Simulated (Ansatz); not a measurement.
A short molecular-dynamics run on BrH₂NSn, SMILES `[NH2][Sn][Br]`.

```yaml
crystal:
  periodic: [false, false, false]
  atoms:
    - {symbol: N, position_ang: [-0.600753, 0.263108, -0.433670]}
    - {symbol: Sn, position_ang: [-0.230479, -0.973198, 1.100168]}
    - {symbol: Br, position_ang: [2.281932, -0.587026, 1.021963]}
    - {symbol: H, position_ang: [0.119186, 0.769634, -0.927544]}
    - {symbol: H, position_ang: [-1.519984, 0.453881, -0.802218]}
basis:
  gaussian: {orbitals: def2-SVP}
magnetization: {spin_polarized: true, initial_magnetization: 0}
hamiltonian: {xc: {name: revPBE}, dispersion: d3bj}
md: {timestep: 2 fs, n_steps: 20, ensemble: nve, temperature: 700, initial_velocities: maxwell_boltzmann, seed: 609}
```

```sh
$ ansatz run in.yaml --threads 2 --pin off --events-out ev --progress --plain --max-ram 32768MiB --backend cpu
```

```tsv
step	time (fs)	potential energy (eV)	kinetic (eV)	T (K)	conserved (eV)
0	0.0	-77387.7291	0.2714	700	-77387.4577
1	2.0	-77387.6620	0.2132	550	-77387.4487
2	4.0	-77387.5957	0.1516	391	-77387.4441
3	6.0	-77387.5858	0.1275	329	-77387.4584
4	8.0	-77387.5131	0.0777	200	-77387.4355
5	10.0	-77387.5513	0.0956	247	-77387.4557
6	12.0	-77387.5064	0.0673	174	-77387.4392
7	14.0	-77387.5573	0.1029	265	-77387.4543
8	16.0	-77387.5357	0.0964	249	-77387.4393
9	18.0	-77387.5977	0.1436	370	-77387.4542
10	20.0	-77387.6296	0.1812	467	-77387.4484
11	22.0	-77387.6552	0.2091	539	-77387.4461
12	24.0	-77387.6960	0.2366	610	-77387.4594
13	26.0	-77387.6411	0.2014	519	-77387.4397
14	28.0	-77387.6479	0.1931	498	-77387.4548
15	30.0	-77387.5805	0.1415	365	-77387.4391
16	32.0	-77387.6122	0.1585	409	-77387.4537
17	34.0	-77387.5777	0.1347	347	-77387.4430
18	36.0	-77387.5665	0.1144	295	-77387.4522
19	38.0	-77387.5194	0.0737	190	-77387.4457
20	40.0	-77387.4966	0.0546	141	-77387.4421
```

Velocities are drawn at the set temperature; a run this short doesn't reach equilibrium.

Frames (Å, forces in eV/Å):

```xyz
5
time=0.0 fs
N    -0.601    0.263   -0.434   -0.032    0.109   -0.135
Sn   -0.230   -0.973    1.100   -0.362   -0.734    0.821
Br    2.282   -0.587    1.022    0.555    0.086   -0.018
H     0.119    0.770   -0.928    0.497    0.379   -0.377
H    -1.520    0.454   -0.802   -0.658    0.160   -0.291
5
time=2.0 fs
N    -0.589    0.250   -0.425   -1.472    1.015   -1.288
Sn   -0.229   -0.971    1.098   -0.276   -1.010    1.162
Br    2.278   -0.587    1.022    0.630    0.083   -0.012
H     0.134    0.789   -0.927   -0.441   -0.057    0.006
H    -1.596    0.436   -0.718    1.559   -0.030    0.133
5
time=4.0 fs
N    -0.582    0.239   -0.419   -1.340    1.285   -1.449
Sn   -0.227   -0.970    1.097   -0.183   -1.224    1.424
Br    2.275   -0.588    1.022    0.697    0.075   -0.002
H     0.132    0.806   -0.927   -0.832   -0.262    0.191
H    -1.612    0.416   -0.629    1.657    0.126   -0.164
5
time=6.0 fs
N    -0.578    0.232   -0.417    0.154    0.580   -0.760
Sn   -0.226   -0.969    1.096   -0.085   -1.358    1.581
Br    2.272   -0.588    1.023    0.752    0.063    0.011
H     0.099    0.814   -0.919   -0.292    0.138   -0.144
H    -1.564    0.401   -0.546   -0.528    0.578   -0.688
5
time=8.0 fs
N    -0.573    0.226   -0.418    0.660   -0.115   -0.321
Sn   -0.225   -0.968    1.095   -0.023   -1.434    1.663
Br    2.270   -0.589    1.023    0.802    0.051    0.023
H     0.054    0.826   -0.917    0.453    0.691   -0.586
H    -1.537    0.409   -0.489   -1.892    0.807   -0.780
5
time=10.0 fs
N    -0.567    0.221   -0.419   -1.538    1.039   -1.063
Sn   -0.223   -0.968    1.095   -0.027   -1.463    1.703
Br    2.268   -0.589    1.023    0.852    0.043    0.031
H     0.026    0.865   -0.937    0.114    0.199   -0.155
H    -1.582    0.447   -0.462    0.599    0.183   -0.515
5
time=12.0 fs
N    -0.565    0.218   -0.423   -2.086    2.290   -1.816
Sn   -0.222   -0.968    1.095   -0.071   -1.404    1.641
Br    2.266   -0.589    1.023    0.889    0.038    0.034
H     0.003    0.912   -0.963   -0.336   -0.631    0.494
H    -1.604    0.492   -0.455    1.604   -0.294   -0.354
5
time=14.0 fs
N    -0.569    0.221   -0.433   -1.200    2.026   -1.626
Sn   -0.221   -0.969    1.096   -0.138   -1.216    1.408
Br    2.264   -0.590    1.024    0.907    0.036    0.036
H    -0.033    0.934   -0.971    0.052   -0.612    0.431
H    -1.565    0.526   -0.461    0.379   -0.234   -0.248
5
time=16.0 fs
N    -0.576    0.230   -0.446    0.330    0.359   -0.647
Sn   -0.219   -0.970    1.098   -0.243   -0.936    1.049
Br    2.264   -0.590    1.024    0.912    0.038    0.032
H    -0.067    0.933   -0.961    1.019    0.237   -0.255
H    -1.512    0.551   -0.477   -2.018    0.301   -0.179
5
time=18.0 fs
N    -0.583    0.240   -0.462   -0.800    0.370   -0.300
Sn   -0.218   -0.971    1.100   -0.381   -0.656    0.699
Br    2.263   -0.590    1.024    0.916    0.047    0.024
H    -0.062    0.941   -0.962    1.101    0.351   -0.323
H    -1.535    0.588   -0.500   -0.836   -0.111   -0.099
5
time=20.0 fs
N    -0.591    0.251   -0.478   -1.603    1.578   -0.711
Sn   -0.217   -0.973    1.102   -0.523   -0.391    0.368
Br    2.263   -0.590    1.024    0.913    0.060    0.012
H    -0.015    0.963   -0.975    0.052   -0.593    0.397
H    -1.591    0.620   -0.527    1.160   -0.654   -0.065
5
time=22.0 fs
N    -0.604    0.266   -0.497   -0.874    1.356   -0.476
Sn   -0.216   -0.974    1.104   -0.659   -0.114    0.006
Br    2.264   -0.590    1.025    0.898    0.076   -0.002
H     0.034    0.962   -0.973   -0.550   -0.852    0.598
H    -1.602    0.628   -0.556    1.185   -0.466   -0.126
5
time=24.0 fs
N    -0.619    0.285   -0.516    0.861   -0.467    0.582
Sn   -0.216   -0.976    1.106   -0.798    0.148   -0.348
Br    2.264   -0.591    1.025    0.872    0.093   -0.019
H     0.062    0.928   -0.947   -0.178   -0.145    0.106
H    -1.568    0.617   -0.590   -0.758    0.372   -0.321
5
time=26.0 fs
N    -0.632    0.303   -0.534    1.038   -1.968    1.626
Sn   -0.215   -0.978    1.108   -0.940    0.349   -0.619
Br    2.266   -0.591    1.025    0.844    0.112   -0.037
H     0.083    0.889   -0.918    0.587    0.754   -0.507
H    -1.563    0.621   -0.636   -1.528    0.753   -0.463
5
time=28.0 fs
N    -0.642    0.315   -0.548   -0.478   -1.056    1.293
Sn   -0.215   -0.979    1.110   -1.067    0.486   -0.791
Br    2.267   -0.591    1.026    0.816    0.129   -0.056
H     0.127    0.878   -0.908   -0.122    0.405   -0.289
H    -1.616    0.653   -0.700    0.850    0.036   -0.157
5
time=30.0 fs
N    -0.654    0.325   -0.558   -0.191   -0.168    0.753
Sn   -0.215   -0.981    1.112   -1.155    0.592   -0.918
Br    2.270   -0.591    1.026    0.779    0.142   -0.070
H     0.166    0.883   -0.909   -1.145   -0.252    0.101
H    -1.637    0.687   -0.770    1.713   -0.314    0.134
5
time=32.0 fs
N    -0.666    0.334   -0.566    0.888   -0.554    1.010
Sn   -0.216   -0.982    1.113   -1.204    0.684   -1.032
Br    2.272   -0.591    1.026    0.730    0.147   -0.076
H     0.161    0.879   -0.907   -0.914   -0.228    0.055
H    -1.592    0.709   -0.835    0.500   -0.050    0.043
5
time=34.0 fs
N    -0.675    0.341   -0.571    1.406   -1.814    1.950
Sn   -0.217   -0.983    1.114   -1.223    0.759   -1.122
Br    2.275   -0.591    1.026    0.674    0.148   -0.077
H     0.121    0.866   -0.902    0.555    0.439   -0.367
H    -1.528    0.729   -0.898   -1.412    0.468   -0.384
5
time=36.0 fs
N    -0.681    0.343   -0.571   -0.021   -1.200    1.395
Sn   -0.218   -0.984    1.115   -1.208    0.791   -1.153
Br    2.278   -0.590    1.026    0.619    0.145   -0.075
H     0.103    0.869   -0.911    1.040    0.504   -0.379
H    -1.518    0.767   -0.976   -0.429   -0.240    0.212
5
time=38.0 fs
N    -0.686    0.343   -0.567    0.109    0.538   -0.091
Sn   -0.220   -0.984    1.115   -1.160    0.793   -1.144
Br    2.281   -0.590    1.027    0.561    0.139   -0.070
H     0.124    0.892   -0.935   -0.253   -0.486    0.314
H    -1.525    0.796   -1.045    0.743   -0.984    0.992
5
time=40.0 fs
N    -0.692    0.343   -0.563    0.937    0.831   -0.345
Sn   -0.222   -0.985    1.115   -1.101    0.797   -1.144
Br    2.285   -0.590    1.027    0.498    0.132   -0.066
H     0.135    0.896   -0.947   -0.736   -0.870    0.619
H    -1.503    0.787   -1.077    0.403   -0.891    0.936
```

Hardware: 2 threads of a server CPU on a shared host. Wall time 50 s, peak host memory 0.19 GiB.
